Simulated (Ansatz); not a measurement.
Si2H7ClO, singlet: at the end structure of a reaction step.

in.yaml

```yaml
crystal:
  periodic: [false, false, false]
  atoms:
    - {symbol: Si, position_ang: [-1.254932, 0.994735, 0.543133]}
    - {symbol: H, position_ang: [1.265731, 0.844187, -2.107652]}
    - {symbol: O, position_ang: [-0.728400, -0.528080, 0.410826]}
    - {symbol: Si, position_ang: [0.499327, -1.599449, 0.216576]}
    - {symbol: H, position_ang: [-1.626037, 1.528696, -0.784434]}
    - {symbol: H, position_ang: [-2.384127, 1.033851, 1.494280]}
    - {symbol: H, position_ang: [1.430807, 1.304416, -1.542936]}
    - {symbol: Cl, position_ang: [0.231113, 2.197723, 1.292800]}
    - {symbol: H, position_ang: [0.180288, -2.809839, 1.011172]}
    - {symbol: H, position_ang: [1.775486, -1.005219, 0.684698]}
    - {symbol: H, position_ang: [0.610643, -1.960920, -1.218563]}
basis:
  gaussian: {orbitals: def2-TZVPP}
hamiltonian: {xc: {name: BHLYP}, dispersion: d4}
```

Run by:

```bash
ansatz run in.yaml --threads 4 --pin off --events-out ev --progress --plain --max-ram 9574MiB
```

What Ansatz 0.2.0 printed:

```
Functional definition: BHLYP
  name "BHLYP"
  cite "Becke, J. Chem. Phys. 98, 1372 (1993) doi:10.1063/1.464304"
  cite "Becke, Phys. Rev. A 38, 3098 (1988) doi:10.1103/PhysRevA.38.3098"
  cite "Lee, Yang & Parr, Phys. Rev. B 37, 785 (1988) doi:10.1103/PhysRevB.37.785"
  parameter a = 0.5
  exchange = (1 - a)*b88_x + a*exact_x
  correlation = lyp_c
1554 factors; their error is unknown
mean field evaluation 1: about -30439.3132 eV, gradient 4.7e1 eV
mean field evaluation 2: about -30436.8865 eV, gradient 6.0e1 eV
mean field evaluation 4: about -30442.7977 eV, gradient 1.4e0 eV
mean field evaluation 8: about -30442.9792 eV, gradient 2.6e-1 eV
mean field evaluation 16: about -30442.9793 eV, gradient 1.8e-5 eV
mean field -30442.97930014 eV, -1118.7588542875 hartree, gradient 1.8e-5 eV, S^2 0.000000; 0 other end points of the search recorded, 0 dependent functions left out
reference -30442.97951564 eV, -1118.7588622073 hartree; 30, 30 occupied and 225, 225 virtual orbitals, 1554 factors
Total energy: -30443.30843486 eV, -1118.7709497655 hartree
```

The lines “mean field evaluation” count trial sets of orbitals through the whole run, from several starts and some on an approximate energy, so they need not fall steadily or lie above the final value.

Hardware: 4 CPU threads of an AMD EPYC, shared host. Wall time about 6.5 s.
